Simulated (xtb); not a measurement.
xtb input for CrO₂, SMILES [O]=[Cr]=[O] (connectivity only; charge and spin as stated), neutral, multiplicity 3, GFN2-xTB. 

```
$ xtb mol.xyz --gfn 2 --sp --chrg 0 --uhf 2 --json
$ cat mol.xyz
3

Cr    -0.00000000     0.00000000     0.25742740
O      0.00000000    -1.40953607    -0.38614110
O      0.00000000     1.40953606    -0.38614110
```

Log of the run:

```
[banner left out]
          |                Calculation Setup                |
           -------------------------------------------------



           -------------------------------------------------
          |                 G F N 2 - x T B                 |
           -------------------------------------------------

        Reference                      10.1021/acs.jctc.8b01176
      * Hamiltonian:
        H0-scaling (s, p, d)           1.850000    2.230000    2.230000
        zeta-weighting                 0.500000
      * Dispersion:
        s8                             2.700000
        a1                             0.520000
        a2                             5.000000
        s9                             5.000000
      * Repulsion:
        kExp                           1.500000    1.000000
        rExp                           1.000000
      * Coulomb:
        alpha                          2.000000
        third order                    shell-resolved
        anisotropic                    true
        a3                             3.000000
        a5                             4.000000
        cn-shift                       1.200000
        cn-exp                         4.000000
        max-rad                        5.000000


          ...................................................
          :                      SETUP                      :
          :.................................................:
          :  # basis functions                  18          :
          :  # atomic orbitals                  17          :
          :  # shells                            7          :
          :  # electrons                        18          :
          :  max. iterations                   250          :
          :  Hamiltonian                  GFN2-xTB          :
          :  restarted?                      false          :
          :  GBSA solvation                  false          :
          :  PC potential                    false          :
          :  electronic temp.          300.0000000     K    :
          :  accuracy                    1.0000000          :
          :  -> integral cutoff          0.2500000E+02      :
          :  -> integral neglect         0.1000000E-07      :
          :  -> SCF convergence          0.1000000E-05 Eh   :
          :  -> wf. convergence          0.1000000E-03 e    :
          :  Broyden damping             0.4000000          :
          :  net charge                          0          :
          :  unpaired electrons                  2          :
          ...................................................

 iter      E             dE          RMSdq      gap      omega  full diag
   1     -5.0722775 -0.507228E+01  0.348E+01    0.34       0.0  T
   2     -7.2175072 -0.214523E+01  0.494E+01    0.03       1.0  T
   3     -8.0982858 -0.880779E+00  0.296E+01    0.07       1.0  T
   4     -9.3315039 -0.123322E+01  0.196E+01    0.27       1.0  T
   5     -8.5905155  0.740988E+00  0.310E+01    0.01       1.0  T
   6     -9.4881465 -0.897631E+00  0.134E+01    0.24       1.0  T
   7     -9.9836310 -0.495484E+00  0.268E+01    0.34       1.0  T
   8     -9.8714068  0.112224E+00  0.279E+01    0.30       1.0  T
   9     -4.2443993  0.562701E+01  0.476E+01    0.02       1.0  T
  10     -9.6218280 -0.537743E+01  0.139E+01    0.72       1.0  T
  11    -10.0002800 -0.378452E+00  0.101E+01    0.79       1.0  T
  12     -9.9808854  0.193946E-01  0.984E+00    0.79       1.0  T
  13     -9.9570508  0.238345E-01  0.101E+01    0.80       1.0  T
  14     -9.3696353  0.587416E+00  0.149E+01    0.79       1.0  T
  15     -9.4011894 -0.315541E-01  0.135E+01    0.79       1.0  T
  16     -9.2768388  0.124351E+00  0.158E+01    0.79       1.0  T
  17     -8.9535296  0.323309E+00  0.199E+01    0.78       1.0  T
  18     -9.1374447 -0.183915E+00  0.213E+01    0.81       1.0  T
  19     -9.0404708  0.969739E-01  0.306E+01    0.91       1.0  T
  20     -9.1172598 -0.767890E-01  0.325E+01    0.95       1.0  T
  21     -9.2142270 -0.969672E-01  0.342E+01    0.99       1.0  T
  22     -9.0600022  0.154225E+00  0.324E+01    0.95       1.0  T
  23     -9.1371942 -0.771920E-01  0.282E+01    0.90       1.0  T
  24    -10.0586587 -0.921465E+00  0.510E+00    0.77       1.0  T
  25    -10.0333895  0.252692E-01  0.537E+00    0.79       1.0  T
  26    -10.0331905  0.199021E-03  0.539E+00    0.84       1.0  T
  27    -10.0915073 -0.583168E-01  0.414E+00    0.80       1.0  T
  28    -10.1004216 -0.891427E-02  0.163E+00    0.73       1.0  T
  29    -10.1001591  0.262493E-03  0.139E+00    0.68       1.0  T
  30    -10.0997999  0.359130E-03  0.196E+00    0.66       1.0  T
  31    -10.0998730 -0.730230E-04  0.210E+00    0.66       1.0  T
  32    -10.1005365 -0.663494E-03  0.133E+00    0.68       1.0  T
  33    -10.1007054 -0.168901E-03  0.729E-01    0.69       1.0  T
  34    -10.1007602 -0.548785E-04  0.461E-01    0.70       1.0  T
  35    -10.1008039 -0.436968E-04  0.265E-01    0.70       1.0  T
  36    -10.1008380 -0.340541E-04  0.102E-01    0.70       1.0  T
  37    -10.1008410 -0.297522E-05  0.827E-02    0.70       1.0  T
  38    -10.1008411 -0.167121E-06  0.833E-02    0.70       1.0  T
  39    -10.1008428 -0.162222E-05  0.528E-02    0.71       1.1  T
  40    -10.1008457 -0.295692E-05  0.300E-02    0.71       1.9  T
  41    -10.1008468 -0.112540E-05  0.162E-02    0.71       3.6  T
  42    -10.1008472 -0.381568E-06  0.488E-03    0.71      11.8  T
  43    -10.1008472 -0.472169E-08  0.246E-03    0.71      23.5  T
  44    -10.1008472 -0.279911E-08  0.494E-04    0.71     116.9  T
  45    -10.1008472 -0.127761E-09  0.142E-04    0.71     407.7  T

   *** convergence criteria satisfied after 45 iterations ***

         #    Occupation            Energy/Eh            Energy/eV
      -------------------------------------------------------------
         1        2.0000           -0.6995388             -19.0354
       ...           ...                  ...                  ...
         4        2.0000           -0.4967249             -13.5166
         5        2.0000           -0.4897766             -13.3275
         6        2.0000           -0.4888991             -13.3036
         7        2.0000           -0.4887433             -13.2994
         8        2.0000           -0.4587762             -12.4839
         9        1.0000           -0.4210833             -11.4583
        10        1.0000           -0.4117345             -11.2039 (HOMO)
        11        0.0000           -0.3857654             -10.4972 (LUMO)
        12                         -0.3007551              -8.1840
        13                         -0.2811483              -7.6504
        14                          0.0034045               0.0926
        15                          0.0829123               2.2562
       ...                                ...                  ...
        17                          0.6579327              17.9033
      -------------------------------------------------------------
                  HL-Gap            0.0259691 Eh            0.7067 eV
             Fermi-level           -0.4193398 Eh          -11.4108 eV

 transition dipole moment (au) for excitation:           9          10
     X       Y       Z
   0.2145  -0.0000   0.0000  total (au/Debye):    0.214   0.545
 dE (eV)             :    0.254
 oscillator strength :  0.40543E-03

 SCC (total)                   0 d,  0 h,  0 min,  0.011 sec
 SCC setup                      ...        0 min,  0.000 sec (  1.129%)
 Dispersion                     ...        0 min,  0.000 sec (  1.440%)
 classical contributions        ...        0 min,  0.000 sec (  0.206%)
 integral evaluation            ...        0 min,  0.001 sec (  5.786%)
 iterations                     ...        0 min,  0.008 sec ( 73.653%)
 molecular gradient             ...        0 min,  0.001 sec (  5.743%)
 printout                       ...        0 min,  0.001 sec ( 11.830%)

         :::::::::::::::::::::::::::::::::::::::::::::::::::::
         ::                     SUMMARY                     ::
         :::::::::::::::::::::::::::::::::::::::::::::::::::::
         :: total energy             -10.046140470100 Eh    ::
         :: gradient norm              0.000151557768 Eh/a0 ::
         :: HOMO-LUMO gap              0.706654503374 eV    ::
         ::.................................................::
         :: SCC energy               -10.100847225512 Eh    ::
         :: -> isotropic ES            0.049155981890 Eh    ::
         :: -> anisotropic ES          0.006206213307 Eh    ::
         :: -> anisotropic XC          0.004507028584 Eh    ::
         :: -> dispersion             -0.000987166059 Eh    ::
         :: repulsion energy           0.054706755412 Eh    ::
         :: add. restraining           0.000000000000 Eh    ::
         :: total charge               0.000000000062 e     ::
         :::::::::::::::::::::::::::::::::::::::::::::::::::::

           -------------------------------------------------
          |                Property Printout                |
           -------------------------------------------------

    * Orbital Energies and Occupations

         #    Occupation            Energy/Eh            Energy/eV
      -------------------------------------------------------------
         1        2.0000           -0.6995388             -19.0354
         2        2.0000           -0.6718460             -18.2819
         3        2.0000           -0.5004238             -13.6172
         4        2.0000           -0.4967249             -13.5166
         5        2.0000           -0.4897766             -13.3275
         6        2.0000           -0.4888991             -13.3036
         7        2.0000           -0.4887433             -13.2994
         8        2.0000           -0.4587762             -12.4839
         9        1.0000           -0.4210833             -11.4583
        10        1.0000           -0.4117345             -11.2039 (HOMO)
        11        0.0000           -0.3857654             -10.4972 (LUMO)
        12                         -0.3007551              -8.1840
        13                         -0.2811483              -7.6504
        14                          0.0034045               0.0926
        15                          0.0829123               2.2562
        16                          0.4591831              12.4950
        17                          0.6579327              17.9033
      -------------------------------------------------------------
                  HL-Gap            0.0259691 Eh            0.7067 eV
             Fermi-level           -0.4193398 Eh          -11.4108 eV

     #   Z          covCN         q      C6AA      α(0)
     1  24 Cr       1.483     0.848   149.994    31.684
     2   8 O        0.742    -0.424    22.215     6.316
     3   8 O        0.742    -0.424    22.215     6.316

 Mol. C6AA /au·bohr⁶  :        434.860551
 Mol. C8AA /au·bohr⁸  :      24094.847696
 Mol. α(0) /au        :         44.316459


Wiberg/Mayer (AO) data.
largest (>0.10) Wiberg bond orders for each atom

 ---------------------------------------------------------------------------
     #   Z sym  total        # sym  WBO       # sym  WBO       # sym  WBO
 ---------------------------------------------------------------------------
     1  24 Cr   4.472 --     2 O    2.236     3 O    2.236
     2   8 O    2.328 --     1 Cr   2.236
     3   8 O    2.328 --     1 Cr   2.236
 ---------------------------------------------------------------------------

Topologies differ in total number of bonds
Writing topology from bond orders to xtbtopo.mol

molecular dipole:
                 x           y           z       tot (Debye)
 q only:        0.000       0.000       1.031
   full:       -0.000       0.000       2.237       5.687
Note: The following floating-point exceptions are signalling: IEEE_UNDERFLOW_FLAG IEEE_DENORMAL
normal termination of xtb
molecular quadrupole (traceless):
                xx          xy          yy          xz          yz          zz
 q only:        3.133       0.000      -5.889       0.000      -0.000       2.756
  q+dip:        2.131       0.000      -6.264      -0.000      -0.000       4.133
   full:        2.267      -0.000      -7.466      -0.000      -0.000       5.199


           -------------------------------------------------
          | TOTAL ENERGY              -10.046140470100 Eh   |
          | GRADIENT NORM               0.000151557768 Eh/α |
          | HOMO-LUMO GAP               0.706654503374 eV   |
           -------------------------------------------------

------------------------------------------------------------------------
------------------------------------------------------------------------
 total:
 SCF:
```

Self-consistency was reached.

Cost: roughly 0.09 core-seconds.
